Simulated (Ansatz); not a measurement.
Ansatz (a quantum-chemistry and plane-wave program) input (B3LYP/6-31G* with LANL2DZ past Ar): The .json file joins the Basis Set Exchange's 6-31G* for atoms up to Ar and LANL2DZ past it.

Ansatz 0.2 input:
```yaml
crystal:
  periodic: [false, false, false]
  atoms:
    - {symbol: Si, position_ang: [-0.36513810, 0.40035455, 0.83214913]}
    - {symbol: Br, position_ang: [0.94615288, -0.95242123, -0.29723643]}
    - {symbol: Cl, position_ang: [-1.64725983, 1.63116349, -0.07334191]}
basis:
  gaussian:
    orbitals: 6-31Gs+LANL2DZ.json
hamiltonian:
  xc: {name: B3LYP}
total_charge: 1
magnetization: {spin_polarized: true, initial_magnetization: 1}
phonons: {temperatures: {t_min: 298.15, t_max: 298.15, t_step: 100}}
```

Output:

```
Functional definition: B3LYP
integrals: 0.01 GiB planned
501 factors; integrals over basis functions are off by at most 3.0e-4 eV
mean field: 0.17 GiB planned
mean field evaluation 1: about -20747.7747 eV, gradient 1.9e1 eV
mean field evaluation 2: about -20740.9881 eV, gradient 3.9e1 eV
mean field evaluation 4: about -20750.2722 eV, gradient 1.6e0 eV
mean field evaluation 8: about -20750.3063 eV, gradient 3.7e-2 eV
mean field evaluation 16: about -20750.3063 eV, gradient 3.9e-5 eV
mean field -20750.30630925 eV, -762.5596918020 hartree, gradient 3.9e-5 eV, S^2 0.754412; 0 other end points of the search recorded, 0 dependent functions left out
the calculation of the forces begins
reference -20750.30651022 eV, -762.5596991878 hartree; 19, 18 occupied and 27, 28 virtual orbitals, 501 factors
these checks for a lower state are left out or cut short: stability, starts, cluster_reference, orbital_swaps, neighbouring_geometries, increment
integrals: 0.01 GiB planned
501 factors; integrals over basis functions are off by at most 3.0e-4 eV
mean field: 0.17 GiB planned
mean field -20750.30622762 eV, -762.5596888022 hartree, gradient 1.5e-6 eV, S^2 0.754400; 0 other end points of the search recorded, 0 dependent functions left out
the calculation of the forces begins
reference -20750.30642861 eV, -762.5596961886 hartree; 19, 18 occupied and 27, 28 virtual orbitals, 501 factors
these checks for a lower state are left out or cut short: stability, starts, cluster_reference, orbital_swaps, neighbouring_geometries, increment
integrals: 0.01 GiB planned
501 factors; integrals over basis functions are off by at most 3.0e-4 eV
mean field: 0.17 GiB planned
mean field -20750.30622970 eV, -762.5596888789 hartree, gradient 1.4e-6 eV, S^2 0.754424; 0 other end points of the search recorded, 0 dependent functions left out
the calculation of the forces begins
reference -20750.30643066 eV, -762.5596962640 hartree; 19, 18 occupied and 27, 28 virtual orbitals, 501 factors
these checks for a lower state are left out or cut short: stability, starts, cluster_reference, orbital_swaps, neighbouring_geometries, increment
integrals: 0.01 GiB planned
501 factors; integrals over basis functions are off by at most 3.0e-4 eV
mean field: 0.17 GiB planned
mean field evaluation 32: about -20750.2933 eV, gradient 1.1e-1 eV
mean field -20750.30629350 eV, -762.5596912233 hartree, gradient 1.5e-6 eV, S^2 0.754424; 0 other end points of the search recorded, 0 dependent functions left out
the calculation of the forces begins
reference -20750.30649448 eV, -762.5596986093 hartree; 19, 18 occupied and 27, 28 virtual orbitals, 501 factors
these checks for a lower state are left out or cut short: stability, starts, cluster_reference, orbital_swaps, neighbouring_geometries, increment
integrals: 0.01 GiB planned
501 factors; integrals over basis functions are off by at most 3.0e-4 eV
mean field: 0.17 GiB planned
mean field -20750.30629362 eV, -762.5596912279 hartree, gradient 1.9e-6 eV, S^2 0.754400; 0 other end points of the search recorded, 0 dependent functions left out
the calculation of the forces begins
reference -20750.30649460 eV, -762.5596986135 hartree; 19, 18 occupied and 27, 28 virtual orbitals, 501 factors
these checks for a lower state are left out or cut short: stability, starts, cluster_reference, orbital_swaps, neighbouring_geometries, increment
integrals: 0.01 GiB planned
501 factors; integrals over basis functions are off by at most 3.0e-4 eV
mean field: 0.17 GiB planned
mean field -20750.30627710 eV, -762.5596906206 hartree, gradient 1.7e-6 eV, S^2 0.754434; 0 other end points of the search recorded, 0 dependent functions left out
the calculation of the forces begins
reference -20750.30647810 eV, -762.5596980072 hartree; 19, 18 occupied and 27, 28 virtual orbitals, 501 factors
these checks for a lower state are left out or cut short: stability, starts, cluster_reference, orbital_swaps, neighbouring_geometries, increment
integrals: 0.01 GiB planned
501 factors; integrals over basis functions are off by at most 3.0e-4 eV
mean field: 0.17 GiB planned
mean field -20750.30627701 eV, -762.5596906173 hartree, gradient 2.5e-6 eV, S^2 0.754390; 0 other end points of the search recorded, 0 dependent functions left out
the calculation of the forces begins
reference -20750.30647796 eV, -762.5596980023 hartree; 19, 18 occupied and 27, 28 virtual orbitals, 501 factors
these checks for a lower state are left out or cut short: stability, starts, cluster_reference, orbital_swaps, neighbouring_geometries, increment
integrals: 0.01 GiB planned
501 factors; integrals over basis functions are off by at most 3.0e-4 eV
mean field: 0.17 GiB planned
mean field evaluation 64: about -20750.3063 eV, gradient 2.9e-6 eV
mean field -20750.30630282 eV, -762.5596915660 hartree, gradient 2.6e-6 eV, S^2 0.754403; 0 other end points of the search recorded, 0 dependent functions left out
the calculation of the forces begins
reference -20750.30650380 eV, -762.5596989517 hartree; 19, 18 occupied and 27, 28 virtual orbitals, 501 factors
these checks for a lower state are left out or cut short: stability, starts, cluster_reference, orbital_swaps, neighbouring_geometries, increment
integrals: 0.01 GiB planned
501 factors; integrals over basis functions are off by at most 3.0e-4 eV
mean field: 0.17 GiB planned
mean field -20750.30630323 eV, -762.5596915808 hartree, gradient 9.2e-7 eV, S^2 0.754421; 0 other end points of the search recorded, 0 dependent functions left out
the calculation of the forces begins
reference -20750.30650420 eV, -762.5596989666 hartree; 19, 18 occupied and 27, 28 virtual orbitals, 501 factors
these checks for a lower state are left out or cut short: stability, starts, cluster_reference, orbital_swaps, neighbouring_geometries, increment
integrals: 0.01 GiB planned
501 factors; integrals over basis functions are off by at most 3.0e-4 eV
mean field: 0.17 GiB planned
mean field -20750.30625690 eV, -762.5596898782 hartree, gradient 1.2e-6 eV, S^2 0.754402; 0 other end points of the search recorded, 0 dependent functions left out
the calculation of the forces begins
reference -20750.30645783 eV, -762.5596972625 hartree; 19, 18 occupied and 27, 28 virtual orbitals, 501 factors
these checks for a lower state are left out or cut short: stability, starts, cluster_reference, orbital_swaps, neighbouring_geometries, increment
integrals: 0.01 GiB planned
501 factors; integrals over basis functions are off by at most 3.0e-4 eV
mean field: 0.17 GiB planned
mean field -20750.30625489 eV, -762.5596898046 hartree, gradient 2.9e-6 eV, S^2 0.754422; 0 other end points of the search recorded, 0 dependent functions left out
the calculation of the forces begins
reference -20750.30645591 eV, -762.5596971918 hartree; 19, 18 occupied and 27, 28 virtual orbitals, 501 factors
these checks for a lower state are left out or cut short: stability, starts, cluster_reference, orbital_swaps, neighbouring_geometries, increment
integrals: 0.01 GiB planned
501 factors; integrals over basis functions are off by at most 3.0e-4 eV
mean field: 0.17 GiB planned
mean field -20750.30630191 eV, -762.5596915324 hartree, gradient 1.9e-6 eV, S^2 0.754409; 0 other end points of the search recorded, 0 dependent functions left out
the calculation of the forces begins
reference -20750.30650288 eV, -762.5596989180 hartree; 19, 18 occupied and 27, 28 virtual orbitals, 501 factors
these checks for a lower state are left out or cut short: stability, starts, cluster_reference, orbital_swaps, neighbouring_geometries, increment
integrals: 0.01 GiB planned
501 factors; integrals over basis functions are off by at most 3.0e-4 eV
mean field: 0.17 GiB planned
mean field evaluation 96: about -20750.3063 eV, gradient 3.9e-2 eV
mean field -20750.30630138 eV, -762.5596915131 hartree, gradient 1.7e-6 eV, S^2 0.754415; 0 other end points of the search recorded, 0 dependent functions left out
the calculation of the forces begins
reference -20750.30650237 eV, -762.5596988991 hartree; 19, 18 occupied and 27, 28 virtual orbitals, 501 factors
Total energy: -20750.30651022 eV, -762.5596991878 hartree
Atom 0 at    -0.365138     0.400355     0.832149 Å, force    -0.000376     0.000372    -0.000020 eV/Å
Atom 1 at     0.946153    -0.952421    -0.297236 Å, force    -0.000021     0.000015    -0.000120 eV/Å
Atom 2 at    -1.647260     1.631163    -0.073342 Å, force     0.000397    -0.000387     0.000140 eV/Å
Dipole moment:    -0.302376     0.322870     0.499487 e Å
Vibrations: 144.66 390.96 623.65 cm⁻¹, zero-point energy 0.071865 eV
```

The blocks after the first are displaced geometries, from whose forces the wavenumbers follow.

The dipole moment of an ion depends on the origin.
